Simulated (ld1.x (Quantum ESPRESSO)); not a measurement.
**Pseudopotential generation for cobalt: PAW, PBE, fully relativistic.**

```
Element                 : cobalt (Co)
Generator               : ld1.x (Quantum ESPRESSO) 7.5
Type                    : PAW
Functional              : PBE
Relativity              : fully relativistic
Frozen core             : [Ne]
Valence charge          : 17
Reference configuration : 3s2 3p6 3d6 4s0 4p0 (charge +3)
Partial waves           : 3s (bound): rcut 0.94, rcutus 1.00 bohr; 4s (bound, empty): rcut 0.94, rcutus 1.00 bohr; 3p (bound): rcut 1.10, rcutus 1.15 bohr; 4p (bound, empty): rcut 1.10, rcutus 1.15 bohr; 3d (bound): rcut 1.45, rcutus 1.80 bohr; 3d channel at -2.45 Ry: rcut 1.45, rcutus 1.80 bohr
Local potential         : all-electron potential smoothed inside 1.35 bohr (lloc = -1)
Core correction         : Bessel-smoothed model core inside 0.75 bohr
Augmentation charge     : BESSEL, radius 1.00 bohr
```

Open shells are filled in proportion to 2j + 1 (rel_dist='average').

All-electron outer shells of the reference configuration (PBE, scalar-relativistic, ld1.x):

```
shell  level (eV)  outermost node (bohr)  outermost maximum (bohr)
   2p     -809.23                      –                      0.17
   3s     -140.75                   0.31                      0.66
   3p     -103.76                   0.28                      0.67
   3d      -45.17                      –                      0.66
   4s      -32.40                   0.94                      1.95
   4p      -24.81                   1.00                      2.23
```

Calculated quality:

* Configuration tests: test run stopped at test 1 of 7 (negative rho)

The ghost test of this file was not conclusive.

Generation and tests took about 1.9 s on one core of a shared server CPU.
